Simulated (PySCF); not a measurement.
Potential energy curve for PH, triplet.

Level of theory: CCSD(T) on UHF/cc-pVTZ, 5 core orbitals frozen (PySCF).

### Question
Relative to R = 1.43 Å, what are the energies at R = 1.27, 1.33, 1.49, 1.51 Å?

### Answer
12.1 mEh at 1.27 Å, 4.2 mEh at 1.33 Å, 1.2 mEh at 1.49 Å, 2.1 mEh at 1.51 Å.

The scan ran from 1.07 to 5.65 Å; beyond the distances shown one of the unrestricted levels run for this scan, shown here or not, changes its spin distribution in one step.
